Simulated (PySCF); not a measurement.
Breaking a bond: H2S2, SMILES SS, singlet. The S1–S3 bond (S1 also carries H; S3 carries H) is stretched with both fragments frozen at the PBE0/def2-TZVP optimised geometry.

Levels of theory: RKS-r2SCAN = PySCF 2.14.0 with restricted r2SCAN/cc-pVDZ; RKS-B3LYP/3-21G = restricted B3LYP/3-21G (PySCF); UKS-wB97X-V = unrestricted wB97X-V/cc-pVDZ (PySCF); UKS-PBE0 = PySCF with unrestricted PBE0/cc-pVDZ.

Energies are in kcal/mol, each relative to the lowest point of its own curve near equilibrium.

```csv
R / Å,RKS-r2SCAN,RKS-B3LYP/3-21G,UKS-wB97X-V,UKS-PBE0
1.65,76.8,127.7,77.3,75.9
1.75,37.6,76.0,37.6,36.9
1.83,18.8,48.2,18.5,18.2
1.93,5.7,(withheld),5.4,5.3
2.01,1.0,13.3,0.8,0.9
2.05,0.0,(withheld),0.0,0.0
2.13,0.0,3.3,0.5,(withheld)
2.15,0.4,(withheld),1.0,0.8
2.23,(withheld),0.0,4.0,3.6
2.40,11.4,1.1,14.4,13.0
2.52,18.8,5.1,23.2,21.1
2.79,35.8,18.2,42.4,39.5
3.08,52.0,33.4,52.6,51.8
3.38,65.2,47.1,57.3,57.4
3.68,—,57.6,59.6,59.9
4.05,—,66.9,61.0,61.2
4.50,—,74.0,61.7,61.9
5.07,—,79.0,62.0,62.2
5.49,—,(withheld),62.2,62.3
6.15,—,82.8,62.2,62.4
7.24,—,84.0,62.3,62.4
```

Fill in the missing entries.


- 1.93, RKS-B3LYP/3-21G: 25.1
- 2.05, RKS-B3LYP/3-21G: 9.1
- 2.13, UKS-PBE0: 0.4
- 2.15, RKS-B3LYP/3-21G: 2.3
- 2.23, RKS-r2SCAN: 2.8
- 5.49, RKS-B3LYP/3-21G: 81.1

Dashes: no converged value, or the column stops at the first point that the program doubted or that broke a chosen test of continuity, which isn't proof of a fault.

The restricted form behind RKS-r2SCAN, RKS-B3LYP/3-21G keeps the bonding electrons paired and can't separate into open-shell fragments. The unrestricted solution behind UKS-wB97X-V changes between 2.79 and 3.08 Å, which can leave a kink. The unrestricted determinant behind UKS-wB97X-V, UKS-PBE0 is spin-contaminated at 2.79 to 7.24 Å (<S²> up to 1.0, against 0.00 for a pure singlet).
